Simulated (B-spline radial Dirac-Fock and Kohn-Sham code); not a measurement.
## Ca⁶⁺: input and output of one calculation

ΔSCF core binding energies without Breit or QED terms, calculated with a radial atomic solver. Keys: rel is the Hamiltonian (dirac, or spin-free x2c and nr, where L3 and M5 stand for the whole 2p and 3d shells), method is hf or an exchange,correlation pair (spin-unpolarised, also for the hole states), nuc the nuclear model, radius_factor scales its radius, rmax is the box in bohr, h the logarithmic mesh step, order the B-spline order, points the quadrature points per cell, c_factor scales the speed of light, and damp, ndamp, maxit and tol steer the iteration. The run stops when the commutator error falls below 10·tol·max(1, Z/10), or the numerical noise floor, and the energy has settled to about 1e-8 Ha; the virial ratio is −V/T.

Input (task.json):

```json
{"items": [{"Z": 20, "q": 6, "cfg": [[1, 0, 2], [2, 0, 2], [2, 1, 6], [3, 0, 2], [3, 1, 2]], "A": 40, "rrms": 3.4776, "do": "settings", "holes": ["K", "L3", "M5"],
  "settings": [{"rel": "dirac", "method": "hf", "nuc": "fermi", "radius_factor": 1.0, "rmax": 45.0, "h": 0.3, "order": 8, "points": 10, "c_factor": 2.0, "maxit": 60, "damp": 0.5, "ndamp": 3, "tol": 1e-08}]}]}
```

Command: `python xray2_run.py task.json out`

Ground-state iterations:

```
iter   energy (Ha)        error
   1     -661.81393533  8.75e-01
   2     -665.47008708  2.32e-01
   3     -665.58449397  9.36e-02
   4     -665.60349366  3.78e-02
   5     -665.60714755  7.10e-03
   6     -665.60728689  1.92e-04
   7     -665.60728702  1.37e-05
   8     -665.60728702  7.14e-07
   9     -665.60728702  1.17e-08
```

The ground state converged in 9 iterations, with total energy -665.60729 Ha, virial ratio 1.99781 and highest orbital energy -125.34 eV. ΔSCF binding energies: K (1s) 4156.3 eV, L3 (2p3/2) 470.4 eV. Holes are computed only in closed shells, and unreliable hole states are left out.
